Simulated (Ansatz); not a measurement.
The cluster Si₂Se₄. The state is a quintet with charge 0. Geometry PBE0-D4/def2-SVP; atoms count from 1.

Cartesian coordinates in Å:
```
Si 0.746 -1.154 -0.591
Si -0.746 1.154 0.591
Se -1.428 -1.087 0.237
Se -0.016 -1.572 -2.632
Se 1.428 1.087 -0.237
Se 0.016 1.572 2.632
```

At PBE0-D4/def2-TZVP a singlet of charge 0 lies 3.25 eV below the quintet, each at its own geometry. The structure comes from a short search, and lower isomers may exist.

**Question.** Estimate the Mulliken populations from the PBE0/def2-TZVP orbitals of Ansatz.

**Answer.** 
```
atom  charge (e)  spin (α − β)
 Si1        0.22          0.47
 Si2        0.22          0.47
 Se3       -0.09          0.54
 Se4       -0.12          1.00
 Se5       -0.09          0.54
 Se6       -0.12          1.00
```
Mulliken values and Mayer orders depend strongly on the basis.

**Question.** Where does the spin sit?

**Answer.** Summed by element: Si 0.94, Se 3.06, of 4 unpaired in all. Largest on single atoms: Se4 1.00, Se6 1.00, Se5 0.54.

**Question.** And the Mayer bond orders between bonded heavy atoms (over 0.3)?

**Answer.** Si1–Se3 1.02 (2.33 Å); Si1–Se4 1.40 (2.22 Å); Si1–Se5 0.95 (2.37 Å); Si2–Se3 0.95 (2.37 Å); Si2–Se5 1.02 (2.33 Å); Si2–Se6 1.40 (2.22 Å). Values over 0.3 also appear between atoms too far apart for a bond (Se3–Se4 0.31 at 3.23 Å; Se5–Se6 0.31 at 3.23 Å); they arise where an orbital or an unpaired electron spreads over both atoms.
